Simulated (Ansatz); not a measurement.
`[F][Ge]([F])([F])[GeH3]` + HCl → `[F][Ge]([F])([F])[Cl]` + GeH₄  (cleavage of the Ge–Ge bond)

Program: Ansatz. Geometries: PBE0-D4/def2-TZVP. ΔE: electronic, gas phase. CCSD(T)/CBS adds triple-zeta CCSD(T) − MP2 to the extrapolated MP2 energy (def2 sets, frozen cores). This one scheme is used for every species. Functionals use def2-TZVPP. B3LYP here is the variant with VWN-RPA as its local correlation; programs differ in this. For Ge outer-core shells are correlated without core-valence functions, which leaves a few kJ/mol of doubt a bond. Scalar relativity is left out up to krypton.

| level | ΔE (kcal/mol) | difference from CCSD(T)/CBS |
| --- | --- | --- |
| PBE-D4 | -1.7 | 2.0 |
| BLYP-D4 | -1.6 | 2.1 |
| B97M-V | -7.5 | -3.8 |
| PBE0-D4 | -3.4 | 0.3 |
| B3LYP-D4 | -2.8 | 0.9 |
| r2SCAN0-D4 | -5.4 | -1.7 |
| PBE-QIDH | -5.6 | -1.9 |
| BLYP | -1.8 | 1.9 |
| PBE0 | -3.6 | 0.1 |
| B3LYP | -3.1 | 0.6 |
| BHLYP | -5.3 | -1.6 |
| HF/def2-SVP | -8.3 | -4.6 |
| MP2/def2-TZVPP | -5.9 | -2.2 |
| SCS-MP2/def2-TZVPP | -6.3 | -2.6 |
| MP2/def2-QZVPP | -4.9 | -1.2 |
| CCSD/CBS(def2) | -3.7 | 0.0 |
| CCSD(T)/CBS | -3.7 | 0 |

Largest T1 diagnostic among the species: 0.013.

In def2-TZVPP, CCSD(T) changes the Hartree–Fock value by +4.1 kcal/mol (the triples alone add +0.1 kcal/mol) and MP2 by +3.5 kcal/mol. At CCSD(T), def2-SVP lies −3.9 kcal/mol from the extrapolated value and def2-TZVPP −1.6 kcal/mol. Leaving LDA and LC-ωPBE aside and taking each functional with its dispersion term where it has one, the values spread over 5.9 kcal/mol, from B97M-V to BLYP-D4.
